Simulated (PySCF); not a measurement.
CH₂FNOSi, SMILES N#CO[SiH2]F.

Geometry optimised at ωB97X-D3(BJ)/def2-SVP. This is a generated structure with no PubChem entry under its InChIKey; it may be hypothetical. One conformer was computed; it need not be the lowest.

Method: TDA-M06-2X/def2-SVPD (PySCF 2.14.0).

Vertical excitations. Gas-phase values at a fixed geometry.

| state | energy (eV) | λ (nm) | f | main pairs |
|---|---|---|---|---|
| S1 | 7.35 | 169 | 0.001 | HOMO→LUMO+7 23 %, HOMO→LUMO+4 14 %, HOMO−1→LUMO+8 10 %, HOMO→LUMO 9 % |
| S2 | 7.59 | 163 | 0.008 | HOMO→LUMO 76 % |
| S3 | 7.81 | 159 | 0.009 | HOMO−1→LUMO 84 % |
| S4 | 8.22 | 151 | 0.026 | HOMO→LUMO+1 40 %, HOMO−1→LUMO+1 11 %, HOMO−1→LUMO+4 9 %, HOMO−1→LUMO+7 8 % |
| S5 | 8.26 | 150 | 0.002 | HOMO−1→LUMO+1 30 %, HOMO→LUMO+4 14 %, HOMO→LUMO+7 11 %, HOMO−1→LUMO+8 6 % |
| S6 | 8.70 | 142 | 0.011 | HOMO−2→LUMO+1 19 %, HOMO−2→LUMO 12 %, HOMO−1→LUMO+4 10 %, HOMO−1→LUMO+8 7 % |
| S7 | 8.79 | 141 | 0.015 | HOMO→LUMO+1 24 %, HOMO−2→LUMO 12 %, HOMO→LUMO+8 9 %, HOMO−1→LUMO+7 7 % |
| S8 | 8.95 | 138 | 0.025 | HOMO−2→LUMO 33 %, HOMO−1→LUMO+1 18 %, HOMO−3→LUMO 9 %, HOMO−1→LUMO+2 8 % |
| S9 | 9.14 | 136 | 0.038 | HOMO−2→LUMO+1 40 %, HOMO−1→LUMO+1 13 %, HOMO−3→LUMO+1 12 %, HOMO−2→LUMO 8 % |
| S10 | 9.33 | 133 | 0.014 | HOMO→LUMO+2 71 % |
| T1 | 6.76 | 183 | 0 | HOMO−1→LUMO+7 21 %, HOMO→LUMO+8 20 %, HOMO−1→LUMO+4 11 %, HOMO→LUMO+5 8 % |
| T2 | 7.20 | 172 | 0 | HOMO→LUMO 57 %, HOMO→LUMO+7 9 %, HOMO→LUMO+4 9 % |
| T3 | 7.34 | 169 | 0 | HOMO→LUMO+7 25 %, HOMO→LUMO 24 %, HOMO→LUMO+3 17 %, HOMO→LUMO+4 9 % |
| T4 | 7.47 | 166 | 0 | HOMO−1→LUMO 71 % |
Triplets are in the Tamm–Dancoff approximation.
